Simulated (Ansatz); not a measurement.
`N[Si]1(O)[NH][GaH][S]1`, charge 0, multiplicity 1.

Question: Give a relaxed structure at PBE0-D4/def2-TZVP (Ansatz 0.2.0). (Best estimate.)

Answer: Computed: 
Cartesian coordinates in Å:
```
N 1.4498 0.6123 -1.0490
Si 0.3683 0.1619 0.1916
O 0.7803 1.0637 1.5003
N -1.3346 0.2454 -0.0075
Ga -1.7045 -1.5410 0.2180
S 0.4575 -1.9855 0.4057
H 1.6428 1.5831 -1.2363
H 1.5316 0.0467 -1.8776
H 1.7223 1.1343 1.6661
H -1.9179 1.0636 -0.0508
H -2.9956 -2.3846 0.2395
```
This is one stationary point; other conformers may exist.
